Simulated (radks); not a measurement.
The numbers below are computed, except where a source is named.
Minus the highest occupied eigenvalue as an estimate of the ionisation energy, Sr20+ to Sr37+. The LB94 potential has the -1/r tail that LDA and GGA lack but no energy functional. Code: a radial shooting solver on a logarithmic mesh with Libxc functionals. Model: Dirac Kohn-Sham, LB94 model potential, spin-unpolarised, spherical densities, finite nucleus; open shells fill j = l - 1/2 first; Fermi nuclear charge, rms radius 4.224 fm.

species	configuration	HOMO	-e(HOMO) (eV)	<r> (bohr)	IE, NIST (eV)	kind
Sr20+	[Ar]	3p3/2	928.70	0.435	932	semi-emp.
Sr21+	[Ne] 3s2 3p5	3p3/2	981.75	0.430	982	semi-emp.
Sr22+	[Ne] 3s2 3p4	3p3/2	1035.7	0.425	1038	semi-emp.
Sr23+	[Ne] 3s2 3p3	3p3/2	1090.5	0.420	1105	semi-emp.
Sr24+	[Ne] 3s2 3p2	3p1/2	1162.6	0.408	1165	semi-emp.
Sr25+	[Ne] 3s2 3p1	3p1/2	1219.9	0.403	1211	semi-emp.
Sr26+	[Ne] 3s2	3s1/2	1336.4	0.416	1333	semi-emp.
Sr27+	[Ne] 3s1	3s1/2	1392.9	0.411	1387.2	semi-emp.
Sr28+	[Ne]	2p3/2	3318.5	0.148	3345	semi-emp.
Sr29+	[He] 2s2 2p5	2p3/2	3475.2	0.146	3497	semi-emp.
Sr30+	[He] 2s2 2p4	2p3/2	3634.3	0.144	3664	semi-emp.
Sr31+	[He] 2s2 2p3	2p3/2	3795.8	0.143	3830	semi-emp.
Sr32+	[He] 2s2 2p2	2p1/2	4040.0	0.137	4053	semi-emp.
Sr33+	[He] 2s2 2p1	2p1/2	4209.3	0.136	4232	semi-emp.
Sr34+	[He] 2s2	2s1/2	4456.6	0.160	4465	semi-emp.
Sr35+	[He] 2s1	2s1/2	4599.5	0.159	4612.4	theory
Sr36+	[He]	1s1/2	19292.9	0.0389	19345.6	theory
Sr37+	1s1	1s1/2	19872.2	0.0385	20025.3	theory

Reference values: NIST Atomic Spectra Database (exp. = measured, semi-emp. = semi-empirical, theory = theoretical value adopted there). Spin polarisation and multiplet splitting are left out.

Beside tabulated values, note that spin-unpolarised runs miss the spin-polarisation part of the exchange energy of open shells.
